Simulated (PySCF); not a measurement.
Start geometry of `[SiH3][SbH2]` from GFN2-xTB (Å):
```
atom  x, y, z in Å
Si1   -0.8921   -0.1505   -0.0522
Sb2    1.4977    0.0405   -0.8036
H3    -1.7276    0.8450   -0.8134
H4    -1.3837   -1.4538   -0.3932
H5    -1.1773    0.0915    1.3529
H6     1.7051    1.4543    0.1172
H7     2.0119   -0.8561    0.5424
```

Problem. What comes out of this run: PBE0-D3(BJ)/def2-SVP geometry optimisation, gas phase, def2 core potentials past Kr in PySCF?

Solution. 
```
atom  x, y, z in Å
Si1   -0.921   -0.033   -0.042
Sb2    1.568    0.157   -0.706
H3    -1.705    0.961   -0.837
H4    -1.406   -1.404   -0.388
H5    -1.150    0.212    1.413
H6     1.721    1.606    0.202
H7     2.025   -0.787    0.653
```

The energy falls by 9.6 kJ/mol over 5 energy and gradient evaluations, the largest force component goes from 0.0230 to 8.5e-05 Eh/bohr, and the atoms move by 0.051 Å rms after alignment. The bond that changes most is Si1–Sb2 (ends: SiH3 silicon; antimony bonded to Si and 2 H), which lengthens by 0.071 Å. Bonds longer at the end by more than 0.005 Å: 5 of 6; shorter: 1. Among the angles that change most is Sb2–Si1–H5, from 117.6° to 112.7°. Rotational constants go from 44576, 2982, 2981 to 42659, 2835, 2832 MHz. The orientation of the end geometry is arbitrary; only internal coordinates are fixed.

The run used 69 basis functions and 30 SCF cycles in all. The run took 8.9 s on one thread, Arm Neoverse V1 (aarch64), on a shared host, and the process peaked at 0.31 GiB of memory.

No PBE0-D3(BJ)/def2-SVP frequencies stand behind this structure, so it isn't proved a minimum.
